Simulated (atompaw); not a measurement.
# Ranking PAW (atompaw) potentials for fluorine

All share these settings but for the change named:

atompaw 4.2.0.5 input, output lines left out:

```
F 9
GGA-PBE loggrid 1500 logderivrange -7 5 301
2 2 0 0 0 0
2 1 3
0 0 0
c
v
v
2
0.95 0.95 0.85 0.80
y
-3.75
n
y
-3.2
n
y
-0.2
y
1.55
n
custom rrkj gramschmidtortho besselshape
3 -0.5 ultrasoft
0.95
0.95
0.95
0.95
0.95
0.95
```

Cutoff: the first of the cutoffs (Ry, on a coarse ladder) from which the occupation-weighted sum of valence levels, in a spherical-Bessel basis at the reference potential, stays within 10 and 1 mRy of its value at 400 Ry; the density cutoff is not measured.

The base gives 80 Ry.

Of 6 variants that were run, those that failed, showed a ghost or another fault, or gave nearly equal values are left out.

A variant can come out equal or close to the base.

(1) Rank these variants from softest to hardest (loose cutoff).
A. all radii scaled by about 0.78 (s 0.74, p 0.74, d 0.74 bohr); local potential ultrasoft scheme with l = 3 at -0.5 Ry, radius 0.66 bohr; augmentation besselshape compensation charge, radius 0.74 bohr; PAW radius 0.74 bohr; waves and projectors: custom rrkj gramschmidtortho; core correction smooth core density matched at 0.62 bohr
B. all radii scaled by about 1.09 (s 1.04, p 1.04, d 1.04 bohr); local potential ultrasoft scheme with l = 3 at -0.5 Ry, radius 0.92 bohr; augmentation besselshape compensation charge, radius 1.04 bohr; PAW radius 1.04 bohr; waves and projectors: custom rrkj gramschmidtortho; core correction smooth core density matched at 0.88 bohr
C. all radii scaled by about 0.93 (s 0.88, p 0.88, d 0.88 bohr); local potential ultrasoft scheme with l = 3 at -0.5 Ry, radius 0.78 bohr; augmentation besselshape compensation charge, radius 0.88 bohr; PAW radius 0.88 bohr; waves and projectors: custom rrkj gramschmidtortho; core correction smooth core density matched at 0.74 bohr
D. all radii scaled by about 1.18 (s 1.12, p 1.12, d 1.12 bohr); local potential ultrasoft scheme with l = 3 at -0.5 Ry, radius 1.00 bohr; augmentation besselshape compensation charge, radius 1.12 bohr; PAW radius 1.12 bohr; waves and projectors: custom rrkj gramschmidtortho; core correction smooth core density matched at 0.94 bohr
E. all radii scaled by about 1.26 (s 1.20, p 1.20, d 1.20 bohr); local potential ultrasoft scheme with l = 3 at -0.5 Ry, radius 1.06 bohr; augmentation besselshape compensation charge, radius 1.20 bohr; PAW radius 1.20 bohr; waves and projectors: custom rrkj gramschmidtortho; core correction smooth core density matched at 1.00 bohr

## Answers

(1) E (50 Ry), D (60 Ry), B (70 Ry), C (90 Ry), A (120 Ry).
